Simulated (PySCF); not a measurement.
Orbital energies and ionisation energy

C5H8Si.
Cartesian coordinates in Å at the PBE0-D3(BJ)/def2-SVP level; atoms count from 1:
```
atom  x, y, z in Å
Si1   -2.292    0.467   -0.006
C2    -0.731    0.264    1.042
C3     0.331   -0.498    0.301
C4     1.400    0.065   -0.263
C5     2.625    0.027   -1.016
C6     2.230    1.205   -0.567
H7    -2.801   -0.872   -0.440
H8    -1.986    1.272   -1.230
H9    -3.387    1.159    0.750
H10   -0.371    1.269    1.321
H11   -1.004   -0.241    1.985
H12    0.195   -1.578    0.180
H13    3.362   -0.549   -1.573
H14    2.418    2.274   -0.498
```

Level: CAM-B3LYP/def2-SVPD (PySCF). Frontier orbitals with their largest atomic shares (Löwdin; up to four atoms above 4 %):

```json
{"orbital": "HOMO−3", "ε (eV)": "-10.53", "main atoms": "Si1 36 %, H8 26 %, C2 14 %, H9 13 %"}
{"orbital": "HOMO−2", "ε (eV)": "-10.46", "main atoms": "Si1 34 %, H7 30 %, C2 14 %, H8 9 %"}
{"orbital": "HOMO−1", "ε (eV)": "-10.05", "main atoms": "C4 21 %, C5 15 %, C6 14 %, C3 14 %"}
{"orbital": "HOMO", "ε (eV)": "-6.90", "main atoms": "?"}
{"orbital": "LUMO", "ε (eV)": "0.50", "main atoms": "C5 38 %, C6 37 %, C4 8 %, H14 8 %"}
{"orbital": "LUMO+1", "ε (eV)": "1.32", "main atoms": "Si1 26 %, C6 17 %, H14 8 %, C5 8 %"}
{"orbital": "LUMO+2", "ε (eV)": "1.69", "main atoms": "C5 34 %, H13 23 %, Si1 12 %, C6 8 %"}
```

Problem. What vertical ionisation energy does ΔSCF give, and how far is −ε(HOMO) from it?

Solution. ΔSCF: 7.61 eV (734 kJ/mol; threshold wavelength 163 nm); ⟨S²⟩ of the doublet left behind is 0.754, against 0.75 for a pure doublet. −ε(HOMO) is 6.90 eV, 0.71 eV below it. In exact Kohn–Sham theory the two would be equal; CAM-B3LYP (range-separated hybrid) falls short of its own ΔSCF value by 9 %.

Problem. On which atoms does the HOMO lie?

Solution. C3 (alkene CH carbon) 32 %, C4 (fully substituted alkene carbon) 24 %, C6 (alkene CH carbon) 11 %, C5 (alkene CH carbon) 10 %, so no atom holds as much as 40 %. The HOMO−1 lies 3.15 eV lower.

Problem. What total energies stand behind the ΔSCF value?

Solution. E(N) = -484.36982 Eh and E(N − 1) = -484.09022 Eh at the same geometry, 0.27960 Eh apart.

Problem. Shift the occupied levels rigidly so that −ε(HOMO) equals the ΔSCF value. What binding energies result?

Solution. The shift is +0.71 eV: HOMO 7.61, HOMO−1 10.76, HOMO−2 11.17, HOMO−3 11.24 eV. A rigid shift is only a rough guide to the deeper ionisations.

Isolated species at its PBE0-D3(BJ)/def2-SVP geometry (one conformer only).
